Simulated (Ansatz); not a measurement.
Reaction (ligand exchange at the Si–O bond): `[SiH3]OB(O[SiH3])O[SiH3]` + `C[O][In]([OH])[OH]` → `C[O][In]([OH])[O][SiH3]` + `OB(O[SiH3])O[SiH3]`

Gas-phase electronic energies from Ansatz, PBE0-D4/def2-TZVP geometries. CCSD(T)/CBS is the MP2 limit (def2-TZVPP, def2-QZVPP) plus CCSD(T) − MP2 in def2-TZVPP, frozen cores. DFT in def2-TZVPP. def2 core potentials past Kr. For In outer-core shells are correlated without core-valence functions, which leaves a few kJ/mol of doubt a bond. Each species was taken in one conformer, which may not be the lowest.

```
             level  ΔE (eV)
            B2PLYP     0.03
SCS-MP2/def2-TZVPP     0.02
   CCSD/def2-TZVPP     0.01
    CCSD/CBS(def2)     0.00
```

Task: What does CCSD(T)/CBS give? (An estimate is asked.)

Result: Ansatz gave: 0.00 eV. The listed levels differ from it by 0.03, 0.02, 0.01, 0.00 eV.

Largest T1 diagnostic among the species: 0.017.
